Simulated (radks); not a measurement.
Results of a calculation; reference values are marked as such.
Code: a radial shooting solver on a logarithmic mesh with Libxc functionals. Model: non-relativistic Kohn-Sham, LDA (Slater exchange, Perdew-Wang correlation), spin-polarised, spherical densities, point nucleus; open shells are filled with parallel spins first (spin-orbit coupling, left out, can overturn this in heavy ions). Response by self-consistent Sternheimer equations with the Hartree and adiabatic LDA kernel. For heavy and open-shell atoms this level of theory can miss by tens of per cent. Estimate the static dipole polarisabilities of Tm+ ([Xe] 4f13 6s1) and F+ ([He] 2s2 2p4) and the C6 coefficients of the three pairs.

Answer. alpha = 78.66 and 1.891 bohr^3; C6 = 646.9 (Tm+-Tm+), 33.53 (Tm+-F+), 3.540 (F+-F+) hartree bohr^6.
